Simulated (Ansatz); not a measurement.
`O[Si](O)(O)N[Si](O)(O)O` + `C[O][Ti]([OH])([O]C)[O]C` → `C[O][Ti]([O]C)([O]C)[O][Si](O)(O)O` + `N[Si](O)(O)O`  (ligand exchange at the Si–N bond)

Program: Ansatz. Geometries: PBE0-D4/def2-TZVP. ΔE: electronic, gas phase. CBS: MP2 limit from def2 TZ/QZ plus the TZ coupled-cluster correction, frozen cores. Functionals use def2-TZVPP. B3LYP here is the variant with VWN-RPA as its local correlation; programs differ in this. For Ti outer-core shells are correlated without core-valence functions, which leaves a few kJ/mol of doubt a bond. Scalar relativity is left out up to krypton. One conformer a species, not always the lowest.

`O[Si](O)(O)N[Si](O)(O)O`:

```xyz
16

O    -1.216   -1.254    1.274
Si   -0.944    0.349    1.290
O    -2.260    1.302    1.125
O    -0.338    0.741    2.760
N     0.067    0.738   -0.048
Si    0.871   -0.220   -1.198
O     0.912    0.548   -2.644
O     2.430   -0.606   -0.900
O     0.048   -1.647   -1.200
H    -1.017   -1.685    0.432
H    -2.744    1.484    1.932
H     0.261    0.102    3.149
H     0.197    1.733   -0.174
H     0.085    0.907   -2.969
H     3.097   -0.081   -1.343
H     0.551   -2.410   -1.489
```

`C[O][Ti]([OH])([O]C)[O]C`:

Z-matrix (Å, degrees):
```
Ti
O 1 1.787
O 1 1.786 2 110.2
O 1 1.787 2 109.6 3 118.9
O 1 1.815 2 110.0 3 -119.9
C 1 3.050 2 115.9 3 -14.2
C 1 3.031 2 116.8 3 104.0
C 1 3.049 2 14.4 3 109.6
H 5 0.958 1 128.9 2 8.7
H 6 1.096 1 93.0 2 -119.9
H 6 1.096 1 115.7 2 -7.6
H 6 1.095 1 121.1 2 126.5
H 7 1.095 1 117.0 2 140.0
H 7 1.095 1 121.0 2 4.3
H 7 1.096 1 91.5 2 -108.3
H 8 1.096 1 93.4 2 164.6
H 8 1.095 1 122.8 2 50.2
H 8 1.096 1 113.7 2 -83.4
```

`C[O][Ti]([O]C)([O]C)[O][Si](O)(O)O`:

Z-matrix (Å, degrees):
```
Ti
C 1 3.026
C 1 3.049 2 109.1
Si 1 3.281 2 96.5 3 146.0
O 1 1.769 2 94.5 3 -116.0
O 1 1.788 2 123.1 3 4.1
O 1 1.780 2 15.4 3 38.1
O 1 1.829 2 108.3 3 134.2
H 2 1.096 1 94.7 3 108.3
H 2 1.095 1 127.6 3 -9.5
H 2 1.095 1 107.1 3 -140.6
H 3 1.096 1 94.4 2 10.7
H 3 1.096 1 110.8 2 -101.0
H 3 1.095 1 124.8 2 126.7
O 4 1.637 1 95.6 2 97.4
O 4 1.635 1 104.4 2 -11.4
O 4 1.637 1 128.7 2 -136.1
C 5 1.393 1 154.4 2 -117.1
H 15 0.958 4 115.8 1 -156.2
H 16 0.958 4 116.0 1 -101.1
H 17 0.958 4 116.2 1 -34.1
H 18 1.095 5 110.1 1 -103.8
H 18 1.094 5 110.4 1 16.8
H 18 1.095 5 109.8 1 136.9
```

`N[Si](O)(O)O`:

Cartesian coordinates in Å:
```
N -0.500 1.393 0.295
Si 0.112 -0.149 -0.064
O 0.958 -0.946 1.093
O 1.137 0.127 -1.307
O -1.143 -1.160 -0.378
H 0.093 2.199 0.195
H -1.195 1.525 1.011
H 0.498 -1.671 1.517
H 1.855 -0.501 -1.393
H -1.815 -0.818 -0.969
```

```csv
level,ΔE (kJ/mol),difference from CCSD(T)/CBS
r2SCAN-D4,-55.8,5.7
B3LYP-D4,-57.8,3.7
B2PLYP,-60.2,1.3
B3LYP,-58.9,2.6
HF/def2-TZVPP,-73.8,-12.3
MP2/def2-TZVPP,-60.1,1.4
CCSD/def2-TZVPP,-63.0,-1.5
MP2/def2-QZVPP,-60.7,0.8
SCS-MP2/def2-QZVPP,-63.2,-1.7
HF/CBS(def2),-75.5,-14.0
CCSD(T)/CBS,-61.5,0
```

Largest T1 diagnostic among the species: 0.022, so the coupled-cluster value is less sure than usual.

From PBE to PBE0 (25 % exact exchange), in def2-TZVPP and without D4, ΔE moves by −3.3 kJ/mol. In def2-TZVPP, CCSD(T) changes the Hartree–Fock value by +12.4 kJ/mol (the triples alone add +1.6 kJ/mol) and MP2 by +13.7 kJ/mol.
